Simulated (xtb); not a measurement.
ClK, charge -1, doublet, at the geometry of the source list (GFN-xTB shapes and energies of metal compounds can be far from the true ones) (a state made from the parent by changing its charge; the spin is typed, not shown lowest); GFN1-xTB (xtb).

xtb was given this input:
```
$ xtb mol.xyz --gfn 1 --chrg -1 --uhf 1 --etemp 5000 --json

# file mol.xyz
2

K     -0.79280000    -0.70020000    -0.74460000
Cl     0.79280000     0.70020000     0.74460000
```

It wrote (shortened):

```
   ID    Z sym.   atoms
    1   19 K      1
    2   17 Cl     2

           -------------------------------------------------
          |                Calculation Setup                |
           -------------------------------------------------

           -------------------------------------------------
          |                 G F N 1 - x T B                 |
           -------------------------------------------------

          ...................................................
          :                      SETUP                      :
          :.................................................:
          :  # basis functions                  14          :
          :  # atomic orbitals                  13          :
          :  # shells                            5          :
          :  # electrons                         9          :
          :  # halogen bonds                     0          :
          :  max. iterations                   250          :
          :  Hamiltonian                  GFN1-xTB          :
          :  restarted?                      false          :
          :  GBSA solvation                  false          :
          :  PC potential                    false          :
          :  electronic temp.         5000.0000000     K    :
          :  accuracy                    1.0000000          :
          :  -> integral cutoff          0.2500000E+02      :
          :  -> integral neglect         0.1000000E-07      :
          :  -> SCF convergence          0.1000000E-05 Eh   :
          :  -> wf. convergence          0.2000000E-04 e    :
          :  Broyden damping             0.4000000          :
          :  net charge                         -1          :
          :  unpaired electrons                  1          :
          ...................................................

 iter      E             dE          RMSdq      gap      omega  full diag
   1     -4.7980222 -0.479802E+01  0.674E+00    1.13       0.0  T
   2     -4.8014297 -0.340751E-02  0.343E+00    1.32       1.0  T
   3     -4.8027690 -0.133932E-02  0.311E-01    1.51       1.0  T
   4     -4.8027754 -0.642877E-05  0.500E-02    1.50       1.4  T
   5     -4.8027755 -0.320127E-07  0.967E-03    1.50       7.3  T
   6     -4.8027755 -0.214394E-08  0.800E-04    1.50      88.4  T
   7     -4.8027755 -0.223803E-10  0.372E-06    1.50   19021.0  T
   8     -4.8027755 -0.266454E-14  0.173E-06    1.50   40778.9  T

   *** convergence criteria satisfied after 8 iterations ***

         :::::::::::::::::::::::::::::::::::::::::::::::::::::
         ::                     SUMMARY                     ::
         :::::::::::::::::::::::::::::::::::::::::::::::::::::
         :: total energy              -4.798890772896 Eh    ::
         :: gradient norm              0.006282383608 Eh/a0 ::
         :: HOMO-LUMO gap              1.502138297596 eV    ::
         ::.................................................::
         :: SCC energy                -4.802775472898 Eh    ::
         :: -> electrostatic           0.060211242619 Eh    ::
         :: repulsion energy           0.004147382316 Eh    ::
         :: dispersion energy         -0.000262682314 Eh    ::
         :: halogen bond corr.         0.000000000000 Eh    ::
         :: add. restraining           0.000000000000 Eh    ::
         :: total charge              -1.000000000011 e     ::
         :::::::::::::::::::::::::::::::::::::::::::::::::::::

           -------------------------------------------------
          |                Property Printout                |
           -------------------------------------------------

    * Orbital Energies and Occupations

         #    Occupation            Energy/Eh            Energy/eV
      -------------------------------------------------------------
         1        2.0000           -0.7170596             -19.5122
         2        1.9993           -0.3258804              -8.8677
         3        1.9993           -0.3258804              -8.8677
         4        1.9991           -0.3223435              -8.7714
         5        0.7938           -0.1133985              -3.0857 (HOMO)
         6        0.1043           -0.0581959              -1.5836 (LUMO)
         7        0.1043           -0.0581959              -1.5836
         8        0.0000            0.1004812               2.7342
         9        0.0000            0.1572502               4.2790
        10        0.0000            0.1572502               4.2790
        11        0.0000            0.1582705               4.3068
        12        0.0000            0.1585844               4.3153
        13        0.0000            0.1585844               4.3153
      -------------------------------------------------------------
                  HL-Gap            0.0552026 Eh            1.5021 eV
             Fermi-level           -0.1515159 Eh           -4.1230 eV

  Mulliken/CM5 charges         n(s)   n(p)   n(d)
     1K    -0.30628 -0.14684   0.701  0.605  0.000
     2Cl   -0.69372 -0.85316   1.872  5.821  0.000

Wiberg/Mayer (AO) data.
largest (>0.10) Wiberg bond orders for each atom

 ---------------------------------------------------------------------------
     #   Z sym  total        # sym  WBO       # sym  WBO       # sym  WBO
 ---------------------------------------------------------------------------
     1  19 K    0.559 --     2 Cl   0.559
     2  17 Cl   0.559 --     1 K    0.559
 ---------------------------------------------------------------------------

Topologies differ in total number of bonds
Writing topology from bond orders to xtbtopo.mol

 dipole moment from electron density (au)
     X       Y       Z
   0.0595   0.0526   0.0559  total (Debye):    0.247

           -------------------------------------------------
          | TOTAL ENERGY               -4.798890772896 Eh   |
          | GRADIENT NORM               0.006282383608 Eh/α |
          | HOMO-LUMO GAP               1.502138297596 eV   |
           -------------------------------------------------

normal termination of xtb
```
